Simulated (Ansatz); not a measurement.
dithienothiophene (C₈H₄S₃), SMILES c12c(ccs2)sc2ccsc12. Atoms are numbered in the order given.

```xyz
15

C      0.0000     3.1769     0.3297
C      0.0000     2.6581    -0.9376
C      0.0000     1.2371    -0.9067
S      0.0000     0.0000    -2.1333
C      0.0000    -1.2371    -0.9067
C      0.0000    -2.6581    -0.9376
C      0.0000    -3.1769     0.3297
S      0.0000    -1.9654     1.5667
C      0.0000    -0.7101     0.3854
C      0.0000     0.7101     0.3854
S      0.0000     1.9654     1.5667
H      0.0000     4.2280     0.6153
H      0.0000     3.2677    -1.8409
H      0.0000    -3.2677    -1.8409
H      0.0000    -4.2280     0.6153
```

Geometry: PBE0-D3(BJ)/def2-SVP.

Level of theory: PBE0-D3(BJ)/def2-SVP run with Ansatz (a quantum-chemistry and plane-wave program).

Each state was relaxed at this level (stationary points, no frequency check), unrestricted for open shells, gas phase, no zero-point terms. λ is the four-point inner reorganisation energy.

```csv
quantity,at the neutral's geometry (eV),adiabatic (eV),at the other state's geometry (eV),relaxation of that state (meV),relaxation of the neutral (meV),λ (meV)
ionisation energy,7.68,7.51,7.33,175,172,347
T1 energy,3.05,2.57,2.11,477,463,939
```
